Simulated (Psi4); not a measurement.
C3H9B, singlet, at a GFN2-xTB geometry; PBE0/6-31G, TDA (Psi4).

Input for Psi4:
```
memory 2 GB

molecule {
0 1
B    -0.64668672    1.45313392    0.36023353
H    -1.25731287    1.58918958    1.34770566
H    -0.35411262    2.39244251   -0.27109554
C    -0.28895741    0.01035063   -0.15608601
C    -0.18683200   -1.06531089    0.93228006
C     0.93451047   -0.06805516   -1.07749630
H    -1.16697782   -0.24674461   -0.77354341
H    -0.06641992   -2.05424012    0.49170830
H     0.67348133   -0.87296791    1.57010154
H    -1.07791644   -1.07218291    1.55489280
H     0.84814390    0.64074134   -1.89717530
H     1.04270993   -1.06784557   -1.49617945
H     1.83951171    0.16403060   -0.51976874
symmetry c1
}

set {
  basis 6-31g
  puream true
  save_jk true
  tdscf_states [5]
  tdscf_tda true
  d_convergence 1e-8
}

energy('td-pbe0')
print_variables()
```

What the program printed (banner, timings and long lists left out):

```
   => Loading Basis Set <=

    Name: 6-31G
    Role: ORBITAL
    Keyword: BASIS

         ---------------------------------------------------------
                                   SCF
               by Justin Turney, Rob Parrish, Andy Simmonett
                          and Daniel G. A. Smith
                              RKS Reference
         ---------------------------------------------------------

  ==> Geometry <==

    Molecular point group: c1
    Full point group: C1

    Geometry (in Angstrom), charge = 0, multiplicity = 1:

       Center              X                  Y                   Z               Mass
    ------------   -----------------  -----------------  -----------------  -----------------
         B           -0.626535999583     1.417646862672     0.353867739854    11.009305360000
         H           -1.237162149583     1.553702522672     1.341339869854     1.007825032230
         H           -0.333961899583     2.356955452672    -0.277461330146     1.007825032230
         C           -0.268806689583    -0.025136427328    -0.162451800146    12.000000000000
         C           -0.166681279583    -1.100797947328     0.925914269854    12.000000000000
         C            0.954661190417    -0.103542217328    -1.083862090146    12.000000000000
         H           -1.146827099583    -0.282231667328    -0.779909200146     1.007825032230
         H           -0.046269199583    -2.089727177328     0.485342509854     1.007825032230
         H            0.693632050417    -0.908454967328     1.563735749854     1.007825032230
         H           -1.057765719583    -1.107669967328     1.548527009854     1.007825032230
         H            0.868294620417     0.605254282672    -1.903541090146     1.007825032230
         H            1.062860650417    -1.103332627328    -1.502545240146     1.007825032230
         H            1.859662430417     0.128543542672    -0.526134530146     1.007825032230

  Running in c1 symmetry.

  Rotational constants: A =      0.27011  B =      0.26482  C =      0.14969 [cm^-1]
  Rotational constants: A =   8097.55434  B =   7939.04465  C =   4487.56304 [MHz]
  Nuclear repulsion =  117.619352668305837

  Charge       = 0
  Multiplicity = 1
  Electrons    = 32
  Nalpha       = 16
  Nbeta        = 16

  ==> Algorithm <==

  SCF Algorithm Type is DF.
  DIIS enabled.
  MOM disabled.
  Fractional occupation disabled.
  Guess Type is SAD.
  Energy threshold   = 1.00e-06
  Density threshold  = 1.00e-08
[...]
  @DF-RKS Final Energy:  -144.33214708607767
    Total Energy =                       -144.3321470860776969
[...]
     2        A->A (1 A)       0.22041         5.99773        -144.11173       0.0020          0.0009          0.0000          0.0000
     3        A->A (1 A)       0.26242         7.14076        -144.06973       0.0011          0.0010         -0.0000         -0.0000
     4        A->A (1 A)       0.26724         7.27203        -144.06490       0.0540          0.0195          0.0000          0.0000
     5        A->A (1 A)       0.31096         8.46174        -144.02118       0.0000          0.0001         -0.0000          0.0000

Contributing excitations
Only contributions with abs(coeff) > 1.00e-01 will be printed:

Excited State    1 (1 A):   0.20205 au   225.51 nm f = 0.0000
  Sums of squares: Xssq =  1.000000e+00
     14a  ->  17a     0.125597 ( 1.577%)
     16a  ->  17a     0.984013 (96.828%)

Excited State    2 (1 A):   0.22041 au   206.72 nm f = 0.0020
  Sums of squares: Xssq =  1.000000e+00
     13a  ->  17a     0.274709 ( 7.546%)
     15a  ->  17a     0.956781 (91.543%)

Excited State    3 (1 A):   0.26242 au   173.63 nm f = 0.0011
  Sums of squares: Xssq =  1.000000e+00
     11a  ->  17a     0.128649 ( 1.655%)
     13a  ->  17a     0.948788 (90.020%)
     15a  ->  17a    -0.283750 ( 8.051%)

Excited State    4 (1 A):   0.26724 au   170.49 nm f = 0.0540
  Sums of squares: Xssq =  1.000000e+00
     14a  ->  17a    -0.986157 (97.251%)
     16a  ->  17a     0.127354 ( 1.622%)

Excited State    5 (1 A):   0.31096 au   146.52 nm f = 0.0000
  Sums of squares: Xssq =  1.000000e+00
     12a  ->  17a     0.998068 (99.614%)

******************************************************************************************
**********                               WARNING                                **********
**********       The names of excited state variables changed between 1.5       **********
**********     and 1.6. For a quick solution, remove the symmetry specifier     **********
**********   from the variable name. For full details, see 'Notes on Psivars'   **********
**********                        in the documentation.                         **********
******************************************************************************************

  Variable Map:
  ----------------------------------------------------------------------------
[...]
  Array Variable Map:
  ----------------------------------------------------------------------------
[...]
[...]
```
